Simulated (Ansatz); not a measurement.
Compare A (`[GeH3][SiH]1CS1`) with its isomer B (`[SiH3][GeH]1[CH2][S]1`).

Program: Ansatz. Geometries: PBE0-D4/def2-TZVP. ΔE: electronic, gas phase. CCSD(T)/CBS adds triple-zeta CCSD(T) − MP2 to the extrapolated MP2 energy (def2 sets, frozen cores). Functionals use def2-TZVPP. For Ge outer-core shells are correlated without core-valence functions, which leaves a few kJ/mol of doubt a bond. Scalar relativity is left out up to krypton.

Question: Which isomer does CCSD(T)/CBS put lower? Give the gap. (Estimate.)

Answer: The calculation gave: A, by 4.2 kcal/mol.

Question: Give E(B) − E(A) in kcal/mol with B2PLYP, CCSD(T)/def2-TZVPP, CCSD/def2-TZVPP, r2SCAN-D4, ωB97M-V, PBE0-D4, PBE-D4. (Estimate.)

Answer: The calculation gave: B2PLYP 4.8, CCSD(T)/def2-TZVPP 4.5, CCSD/def2-TZVPP 4.7, r2SCAN-D4 6.4, ωB97M-V 6.1, PBE0-D4 6.2, PBE-D4 5.9. None reverses the order clearly.

Largest T1 diagnostic: 0.013.

In def2-TZVPP, CCSD(T) changes the Hartree–Fock value by −0.8 kcal/mol (the triples alone add −0.3 kcal/mol) and MP2 by −1.1 kcal/mol.
